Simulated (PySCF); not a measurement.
## As²⁺ (arsenic, charge +2): UHF calculation

Configuration: [Ar] 3d10 4s2 4p1, 2P determinant. Calculation: PySCF 2.14, in cc-pVDZ-PP with ECP10MDF; scalar relativity through the core potential.

```json
{
 "Total energy": "-330.190178 hartree",
 "One-electron energy": "-569.3873 hartree",
 "Hartree (Coulomb) energy": "264.3498 hartree",
 "Exchange energy": "-25.1527 hartree",
 "⟨S²⟩": "0.7579",
 "⟨L²⟩": "2.024",
 "Sum of ⟨r⟩": "17.45 bohr",
 "Sum of ⟨r²⟩": "22.22 bohr²",
 "Traceless quadrupole moment −½Σ⟨3z² − r²⟩ along its main axis": "-2.21 e·bohr²",
 "Time after the integrals": "0.09 s of wall time on 1 thread of Neoverse-N1 (shared host)"
}
```

```json
{"shell": "3s α", "electrons": "1", "mean orbital energy (eV)": "-241.87", "spread (eV)": "0", "rms radius, mean of both spins (bohr)": "0.641"}
{"shell": "3s β", "electrons": "1", "mean orbital energy (eV)": "-241.65", "spread (eV)": "0", "rms radius, mean of both spins (bohr)": "0.641"}
{"shell": "3p α", "electrons": "3", "mean orbital energy (eV)": "-185.04", "spread (eV)": "0.026", "rms radius, mean of both spins (bohr)": "0.668"}
{"shell": "3p β", "electrons": "3", "mean orbital energy (eV)": "-184.78", "spread (eV)": "0.676", "rms radius, mean of both spins (bohr)": "0.668"}
{"shell": "3d α", "electrons": "5", "mean orbital energy (eV)": "-78.102", "spread (eV)": "0.356", "rms radius, mean of both spins (bohr)": "0.741"}
{"shell": "3d β", "electrons": "5", "mean orbital energy (eV)": "-77.926", "spread (eV)": "0.675", "rms radius, mean of both spins (bohr)": "0.741"}
{"shell": "4s α", "electrons": "1", "mean orbital energy (eV)": "-38.966", "spread (eV)": "0", "rms radius, mean of both spins (bohr)": "1.97"}
{"shell": "4s β", "electrons": "1", "mean orbital energy (eV)": "-36.205", "spread (eV)": "0", "rms radius, mean of both spins (bohr)": "1.97"}
{"shell": "4p α", "electrons": "1", "mean orbital energy (eV)": "-27.756", "spread (eV)": "0", "rms radius, mean of both spins (bohr)": "2.33"}
```

Energies and moments cover only the electrons outside the core potential.
